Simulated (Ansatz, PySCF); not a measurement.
Process, species as SMILES: N[Si](N)(N)Br → N[Si](N)Br + [NH2] (NH2) (the N-Si bond at the site shown breaks; other sites are not compared here)
Each molecule is optimised on its own at B3LYP-D3(BJ)/def2-TZVP (Ansatz, a quantum-chemistry and plane-wave program), one conformer each, not searched for the lowest. Frequencies are from Ansatz or PySCF.

Property: bond dissociation energy (enthalpy at 298 K, with B3LYP-D3(BJ) rigid-rotor harmonic-oscillator terms), in kcal/mol. Correlated levels leave the core frozen unless marked. Open shells are spin-unrestricted. Spin-orbit coupling is left out. The frozen core is the preceding noble-gas configuration, with the filled d and f shells of earlier blocks. No relativistic terms. Basis-set limits of correlation are two-point, X^-3; Hartree-Fock from the larger set. [CCSD(T)-MP2]/basis is that difference in the basis named.

```json
[
 {"level": "HF/STO-3G", "program": "Ansatz", "bond dissociation energy (kcal/mol)": "82.6"},
 {"level": "HF/6-31G*", "program": "Ansatz", "bond dissociation energy (kcal/mol)": "80.8"},
 {"level": "HF/def2-TZVPP", "program": "Ansatz", "bond dissociation energy (kcal/mol)": "82.2"},
 {"level": "PBE/def2-TZVPD", "program": "Ansatz", "bond dissociation energy (kcal/mol)": "102.2"},
 {"level": "revPBE-D4/def2-TZVPD", "program": "Ansatz + dftd4", "bond dissociation energy (kcal/mol)": "101.0"},
 {"level": "r2SCAN/def2-TZVPD", "program": "Ansatz", "bond dissociation energy (kcal/mol)": "102.3"},
 {"level": "r2SCAN-D3(BJ)/def2-TZVPD", "program": "Ansatz + dftd3", "bond dissociation energy (kcal/mol)": "102.9"},
 {"level": "B3LYP-D3(BJ)/def2-TZVPD", "program": "Ansatz + dftd3", "bond dissociation energy (kcal/mol)": "104.0"},
 {"level": "PBE0/STO-3G", "program": "Ansatz", "bond dissociation energy (kcal/mol)": "102.2"},
 {"level": "PBE0-D4/def2-TZVP", "program": "Ansatz + dftd4", "bond dissociation energy (kcal/mol)": "106.6"},
 {"level": "PBE0-D4/def2-TZVPD", "program": "Ansatz + dftd4", "bond dissociation energy (kcal/mol)": "105.9"},
 {"level": "PBE0/def2-TZVPD", "program": "Ansatz", "bond dissociation energy (kcal/mol)": "104.1"},
 {"level": "r2SCAN0/def2-TZVPD", "program": "Ansatz", "bond dissociation energy (kcal/mol)": "102.9"},
 {"level": "HSE06-D3(BJ)/def2-TZVPD", "program": "Ansatz + dftd3", "bond dissociation energy (kcal/mol)": "105.4"},
 {"level": "CAM-B3LYP-D3(BJ)/def2-TZVPD", "program": "Ansatz + dftd3", "bond dissociation energy (kcal/mol)": "107.7"},
 {"level": "B2PLYP-D3(BJ)/def2-TZVPD", "program": "Ansatz + dftd3", "bond dissociation energy (kcal/mol)": "107.4"},
 {"level": "MP2/def2-TZVPP", "program": "Ansatz", "bond dissociation energy (kcal/mol)": "115.2"},
 {"level": "CCSD/STO-3G", "program": "Ansatz", "bond dissociation energy (kcal/mol)": "89.7"},
 {"level": "CCSD/6-31G", "program": "Ansatz", "bond dissociation energy (kcal/mol)": "90.3"},
 {"level": "CCSD(T)/6-31G*", "program": "Ansatz", "bond dissociation energy (kcal/mol)": "102.2"},
 {"level": "RI-MP2/CBS(def2-TZVPP,def2-QZVPP)+[CCSD(T)-MP2]/def2-TZVPP", "program": "Ansatz", "bond dissociation energy (kcal/mol)": "112.1"}
]
```
